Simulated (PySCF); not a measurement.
Cost of excited-state runs on `InChI=1S/C5H9NSi/c1-3-6-4-5(2)7/h3-4H,1-2H2,7H3/b6-4+`

Numbering as in the mapped SMILES `[CH2:1]=[CH:2]/[N:3]=[CH:4]/[C:5](=[CH2:6])[SiH3:7]`. Each H is labelled by its parent atom. Ha(C6) is cis to C4; Ha(C1) is cis to N3; Hb(C6) is trans to C4; Hb(C1) is trans to N3.

PySCF with density fitting, on 1 thread of an Arm Neoverse V2, shared host. Command: `OMP_NUM_THREADS=1 python excited_run.py task.json out`

Question: How long does each of these runs take, and how much memory?
- magnetisability and related constants, HF/pcSseg-1; isotopologues
- magnetisability and related constants, PW91/6-311G**; usual settings

Answer: 
```csv
run,level,basis functions,wall time,peak memory (GiB)
magnetisability and related constants,HF/pcSseg-1,171,12 s,0.8
magnetisability and related constants,PW91/6-311G**,188,35 s,0.7
```
Times from a shared host are rough.
